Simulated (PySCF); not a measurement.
**First hyperpolarisability: SMILES Clc1nncnc1Br, C3HBrClN3**

Molfile (atoms numbered from 1):
```
C3HBrClN3
     RDKit          3D

  9  9  0  0  0  0  0  0  0  0999 V2000
    2.5775    1.9212   -0.1011 Cl  0  0  0  0  0  0  0  0  0  0  0  0
    1.1172    1.0313   -0.0727 C   0  0  0  0  0  0  0  0  0  0  0  0
   -0.0073    1.6986   -0.2143 N   0  0  0  0  0  0  0  0  0  0  0  0
   -1.1608    1.0638   -0.2003 N   0  0  0  0  0  0  0  0  0  0  0  0
   -1.1433   -0.2501   -0.0423 C   0  0  0  0  0  0  0  0  0  0  0  0
   -0.0491   -1.0003    0.1083 N   0  0  0  0  0  0  0  0  0  0  0  0
    1.0960   -0.3753    0.0958 C   0  0  0  0  0  0  0  0  0  0  0  0
    2.6740   -1.3656    0.3050 Br  0  0  0  0  0  0  0  0  0  0  0  0
   -2.1132   -0.7564   -0.0352 H   0  0  0  0  0  0  0  0  0  0  0  0
  1  2  1  0
  2  3  1  0
  3  4  2  0
  4  5  1  0
  5  6  2  0
  6  7  1  0
  7  8  1  0
  7  2  2  0
  5  9  1  0
M  END
```

Computed, not measured: quadratic response PBE0/def2-SVPD first hyperpolarisability, Taylor convention, gas phase in PySCF 2.14.0. Geometry: PBE0-D3(BJ)/def2-SVP.

The calculation is non-relativistic, which matters for the atoms heavier than Zn.

Give β for the processes computed.

In 10⁻³⁰ esu, Taylor convention; the vector part is βᵢ = ⅓ Σⱼ (βᵢⱼⱼ + βⱼᵢⱼ + βⱼⱼᵢ); β∥ is 3/5 of the vector part along the dipole, the dipole points from − to +:
```
                   process  λ (nm)  β vector norm     β∥  β HRS  depolarisation ratio
           static β(0;0,0)       ∞           1.27  -0.71   0.57                  3.96
second harmonic β(−2ω;ω,ω)    1064           1.49  -0.74   0.70                  3.72
         Pockels β(−ω;ω,0)    1064           1.33  -0.72      –                     –
```

Which lowest excitations, dipole and polarisabilities go with it?

S1 3.22 eV (f = 0.004); S2 3.95 eV (f = 0.000); S3 4.83 eV (f = 0.085); dipole 1.63 D; isotropic α 90.1 au static, 91.2 au at 1064 nm, 95.2 au at 532 nm.
